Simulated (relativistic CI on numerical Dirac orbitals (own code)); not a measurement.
# In IV: what numerical and physical settings do to a radial Dirac CI calculation

Reference input:

```
atom In  Z=49  charge=3  electrons=46
nucleus A=115  rms_radius_fm=4.6156
hamiltonian dirac-coulomb  breit=on  qed=on  c_scale=1
orbitals kli  potential=per-configuration
slater_scale 1
correlation none
mixing on
grid step=0.0125 r_max=50.3
scf mixing=0.4 start=green max_iterations=150 tolerance=2e-08 node_fill=0.05
configurations
  [Kr] 4d10
  [Kr] 4d9 5s
  [Kr] 4d9 4f
end
```

Computed lowest total energy -5871.74780 Ha, first excitation 128038.6 cm⁻¹, 35 SCF steps. Runs with settings changed; * marks those that are bad on purpose (the QED terms keep the true α when c is scaled):

| Changed | Outcome | Lowest level | ΔE (Ha) | First excitation (cm⁻¹) | SCF steps | Message |
| --- | --- | --- | --- | --- | --- | --- |
| end of the grid at 150.9 bohr | converged | 4d10 1S_0 | -1.82e-12 | 128038.6 | 35 |  |
| Breit term off | converged | 4d10 1S_0 | -4.12 | 127745.4 | 35 |  |
| node fill of the KLI weights 0, grid step 0.006, speed of light × 1.25 | converged | 4d10 1S_0 | 50.7 | 135382.7 | 34 |  |
| grid step 0.08 * | converged | 4d10 1S_0 | 0.00111 | 128040.9 | 35 |  |
| SCF mixing 1.8 * | converged | 4d10 1S_0 | 3.66e-10 | 128038.6 | 42 |  |

With so few configurations and no correlation, terms lie too far apart (by 10 to 50 % near neutrality), their order can be wrong, and levels of other configurations are missing.
